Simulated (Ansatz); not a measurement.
Geometry optimisation, RKS B3LYP-D4/STO-3G (Ansatz 0.2.0).

The input (input.yaml):

```yaml
crystal:
  periodic: [false, false, false]
  atoms:
    - { symbol: B, position_ang: [0.0, 0.0, 0.0] }
    - { symbol: C, position_ang: [0.0, 0.0, 1.6] }
    - { symbol: H, position_ang: [-0.9996, -0.3092, 1.9705] }
    - { symbol: H, position_ang: [0.7676, -0.7111, 1.9705] }
    - { symbol: H, position_ang: [0.232, 1.0203, 1.9705] }
    - { symbol: O, position_ang: [1.2211, 0.0, -0.705] }
    - { symbol: H, position_ang: [1.5209, -0.9519, -0.8599] }
    - { symbol: C, position_ang: [-1.3856, 0.0, -0.8] }
    - { symbol: H, position_ang: [-1.9458, -0.9305, -0.5708] }
    - { symbol: H, position_ang: [-1.9898, 0.8797, -0.4946] }
    - { symbol: H, position_ang: [-1.1839, 0.0508, -1.8903] }
basis:
  gaussian: { orbitals: STO-3G }
hamiltonian:
  xc: b3lyp
  dispersion: d4
relax:
  f_tol: 0.02
  max_steps: 40
```

Command:

```bash
$ ansatz run input.yaml --threads 1 --pin off --max-ram 2048MiB --backend cpu --events-out ev --progress --plain --runs-dir out
```

Task: Where does it end, and by what steps?

Result: It converged. The force dipped under the threshold on the way, but the program's further checks kept it going. Limits of this set-up: minimal basis. After 16 steps the energy has fallen by 1.147 eV; H7 moved furthest, 0.72 Å.

```
step  energy less start (eV)  largest force component (eV/Å)  accepted
   0                  0.0000                           0.815       yes
   1                 -0.0608                           1.137       yes
   2                 -0.1602                           1.197       yes
   3                 -0.3932                           2.432       yes
   4                 -0.6321                           2.954       yes
   5                 -1.0047                           1.347       yes
   6                 -1.1004                           1.582       yes
   7                 -1.1342                           0.748       yes
   8                 -1.1422                           0.220       yes
   9                 -1.1449                           0.138       yes
  10                 -1.1462                           0.013       yes
  11                 -1.1464                           0.032       yes
  12                 -1.1466                           0.048       yes
  13                 -1.1466                           0.048       yes
  14                 -1.1466                           0.051       yes
  15                 -1.1468                           0.037       yes
  16                 -1.1469                           0.006       yes
```

```xyz
11
Properties=species:S:1:pos:R:3
B -0.057 -0.177 -0.078
C 0.049 -0.093 1.510
H -0.670 -0.776 1.986
H 1.049 -0.339 1.899
H -0.204 0.919 1.863
O 1.009 -0.500 -0.861
H 1.824 -0.666 -0.273
C -1.425 0.114 -0.832
H -2.206 -0.592 -0.509
H -1.798 1.121 -0.591
H -1.333 0.039 -1.924
```

Whether the end is a true minimum wasn't checked by a vibrational analysis.

The run took 29 s on 1 thread of Intel(R) Xeon(R) Platinum 8375C CPU @ 2.90GHz (Ice Lake), on a shared host, peak memory 0.13 GiB.
